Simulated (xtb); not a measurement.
xtb input:

```bash
xtb mol.xyz --gfn 1 --sp --chrg 0 --uhf 0
```
mol.xyz:
```
16

C      2.38493299    -0.00020220    -0.27073730
C      1.34695161    -1.10650509    -0.16192757
N     -0.00633845    -0.67583757    -0.49277614
C     -0.92687635    -1.80172012    -0.54096098
Ge    -0.67524303     0.85419548     0.32197696
H      3.38483488    -0.41195546    -0.12565728
H      2.24048067     0.77476387     0.48479876
H      2.34390852     0.47214424    -1.25338516
H      1.61232112    -1.90967050    -0.85984750
H      1.39380003    -1.55384155     0.84660851
H     -1.92358664    -1.46935566    -0.83266982
H     -0.58526374    -2.52465907    -1.28935233
H     -1.01397196    -2.33954992     0.41730263
H      0.10536000     2.08488853    -0.16116959
H     -2.14759318     0.94387179    -0.10828776
H     -0.58819286     0.78053588     1.86958477
```

Q: Which total energy does the run end on?

A: -17.11024 Eh (GFN1-xTB).
